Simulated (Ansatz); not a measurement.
Computed with Ansatz on PBE0-D4/def2-TZVP structures; ΔE is electronic, products minus reactants. CCSD(T)/CBS adds triple-zeta CCSD(T) − MP2 to the extrapolated MP2 energy (def2 sets, frozen cores). This one scheme is used for every species. Functionals use def2-TZVPP. One conformer a species, not always the lowest.

Reaction (formal hydrolysis of the Si–C bond): `C=C[Si](N)(N)O` + H₂O → `N[Si](N)(O)O` + ethylene

`C=C[Si](N)(N)O`:

Z-matrix (Å, degrees):
```
Si
C 1 1.857
N 1 1.718 2 118.9
N 1 1.708 2 107.5 3 117.6
O 1 1.651 2 102.5 3 -116.3
C 2 1.331 1 123.9 3 -92.5
H 2 1.089 1 118.2 3 86.6
H 3 1.007 1 118.9 2 -72.2
H 3 1.008 1 119.2 2 68.1
H 4 1.006 1 121.1 2 44.2
H 4 1.006 1 120.5 2 -166.1
H 5 0.958 1 116.1 2 178.4
H 6 1.087 2 122.4 1 179.1
H 6 1.087 2 121.4 1 -0.8
```

H₂O:

```xyz
3

O     0.241   -0.256   -0.167
H    -0.667   -0.402    0.106
H     0.426    0.658    0.061
```

`N[Si](N)(O)O`:

Z-matrix (Å, degrees):
```
Si
N 1 1.697
O 1 1.647 2 101.9
N 1 1.699 2 112.2 3 -125.3
O 1 1.648 2 115.2 3 119.1
H 2 1.004 1 122.0 3 -9.8
H 2 1.004 1 122.6 3 154.1
H 3 0.958 1 115.5 2 163.0
H 4 1.005 1 122.6 2 69.7
H 4 1.005 1 120.4 2 -134.8
H 5 0.958 1 115.3 2 -30.2
```

`C=C`:

Z-matrix (Å, degrees):
```
C
C 1 1.323
H 1 1.085 2 121.7
H 1 1.085 2 121.7 3 -180.0
H 2 1.085 1 121.7 3 -0.0
H 2 1.085 1 121.7 3 -180.0
```

```json
{"species": "`C=C[Si](N)(N)O`", "B2PLYP energy (Eh)": "-555.16009"}
{"species": "H₂O", "B2PLYP energy (Eh)": "-76.41329"}
{"species": "`N[Si](N)(O)O`", "B2PLYP energy (Eh)": "-553.07668"}
{"species": "`C=C`", "B2PLYP energy (Eh)": "-78.54083"}
```

Problem. Work out ΔE.

Solution. ΔE = (-553.07668) + (-78.54083) − (-555.16009) − (-76.41329) = -0.04413 Eh = -27.7 kcal/mol. CCSD(T)/CBS gives -25.8 kcal/mol.

Largest T1 diagnostic among the species: 0.011.

From PBE to PBE0 (25 % exact exchange), in def2-TZVPP and without D4, ΔE moves by −1.2 kcal/mol. In def2-TZVPP, CCSD(T) changes the Hartree–Fock value by +5.8 kcal/mol (the triples alone add +1.0 kcal/mol) and MP2 by +6.1 kcal/mol.
